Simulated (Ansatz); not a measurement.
Coupled-cluster diagnostics for [MoS4]2- (MoS₄²⁻), Ansatz.

Geometry of the singlet (B3LYP-D4/def2-SVPD):

```xyz
5

Mo    0.0000   -0.0001   -0.0003
S    -0.0433    0.5335    2.1487
S     0.1817   -2.1972   -0.2112
S     1.7331    0.9811   -0.9693
S    -1.8715    0.6827   -0.9679
```

In the def2 sets Mo takes a core potential; there is no spin–orbit coupling. Correlated methods freeze 20 core orbitals; core or outer-core shells of Mo are correlated, in sets that lack core-valence functions. In CCSD on the charge -1 doublet the largest single amplitude is 0.26, so its Hartree–Fock determinant may place the open shell otherwise than the density functionals do. A multiply charged anion in the gas phase is held together partly by the finite basis. Removing one electron lowers the energy by 0.39 eV at PBE0-D4/def2-TZVPD, so it isn't bound.

(1) Estimate the CCSD(T) correlation energy, the shares of MP2 and (T), T1 and the reference's ⟨S²⟩ for: charge -2, singlet, own geometry in def2-SVPD; charge -1, doublet, vertical in def2-SVPD; and the rough time on 4 threads of Arm Neoverse V2 on a shared host.

## Answers

(1) 
| state | basis | correlation (eV) | MP2 share (%) | (T) share (%) | T1 | ⟨S²⟩ (pure) | wall time | remarks |
| --- | --- | --- | --- | --- | --- | --- | --- | --- |
| charge -2, singlet, own geometry | def2-SVPD | -29.467 | 100.1 | 7.4 | 0.027 | 0.00 (0.00) | 26 s | – |
| charge -1, doublet, vertical | def2-SVPD | -28.035 | 90.9 | 6.9 | 0.071 | 1.97 (0.75) | 1.8 min | large T1 (0.071), spin-contaminated (⟨S²⟩ 1.97) |
Customary marks for T1 are 0.02 (closed shells), 0.045 (open shells) and about 0.05 (3d metals). T1 exceeds 0.02 in 2 of 2 rows and 0.045 in 1; the higher it lies, the less the single-reference result can be trusted.
